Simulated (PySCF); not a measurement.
**NMR problem set**

PySCF 2.14.0 with density-fitted response routines calculation with σ from GIAO-PBE0/pcSseg-1 and geometry: GFN2-xTB; fast rotation and ring inversion assumed for equivalent nuclei, one conformer, non-relativistic, isolated molecule.

Chemical shifts δ = σref − σ; 1H (31.72 ppm), 13C (186.93 ppm) vs TMS, all at this level. Splittings of carbon signals by F and P are missing where no couplings were computed. Where no couplings were computed, multiplicities follow the n + 1 count of equivalent neighbours, and m marks all less simple cases (inequivalent or close neighbours, rings, F or P nearby). Shifts are as computed. Against solution values, carbons near 30 ppm lie about +3 ppm off and those near 130 ppm about +5 ppm. Of 1211 compounds with measured shifts, 218 miss one by over three times the rms of a fit or turn the order of signals round; such compounds aren't used in these exercises.

(1) C8H14O. 1H NMR (400 MHz, computed): δ 5.47 (br s, 1H), 5.30 (br s, 1H), 2.32 (s, 3H), 1.21 (s, 9H). 13C{1H} NMR (computed): δ 215.2 (C), 171.8 (C), 116.9 (CH2), 39.1 (C), 35.9 (CH3), 30.3 (CH3). Identify the compound.

(2) C7H7OP. 1H NMR (600 MHz, computed): δ 7.55 (m, 1H), 7.28 (m, 1H), 6.97 (m, 1H), 2.46 (m, 1H), 1.64 (m, 3H). 13C{1H} NMR (computed): δ 147.6 (CH), 146.0 (CH), 131.1 (C), 120.9 (CH), 100.2 (CH), 91.1 (C), 18.3 (CH3). Give a structure.

Results:

(1) `C=C(C(C)=O)C(C)(C)C`. The formula gives 2 degrees of unsaturation (no ring in the answer). 6 carbon signals for 8 carbons: some carbons are equivalent by symmetry or fast rotation. Carbon types of the structure: 3 × C, 1 × CH2, 4 × CH3, which accounts for all hydrogens. δC 215.2: ketone carbonyl carbon; the double bond to the heteroatom, with no lone-pair donor beside it, deshields it most. δC 171.8: α carbon of a C=C–C=O unit. δC 116.9: β carbon of a C=C–C=O unit. δH 2.32: hydrogen on a methyl carbon α to a carbonyl; α to C=O.

The data come from this structure; uniqueness wasn't tested.

(2) `CP(C#C)c1ccoc1`. 7 carbon signals for 7 carbons: no two carbons are equivalent. Carbon types of the structure: 2 × C, 4 × CH, 1 × CH3, which accounts for all hydrogens. δC 147.6, 146.0: aromatic CH next to the ring oxygen. δC 120.9: aromatic CH. δC 100.2: terminal alkyne carbon; sp carbons lie upfield of alkene carbons because the cylindrical π system leaves one tensor component strongly shielded. δC 91.1: alkyne carbon; sp carbons lie upfield of alkene carbons because the cylindrical π system leaves one tensor component strongly shielded.

This is the structure that produced the data.
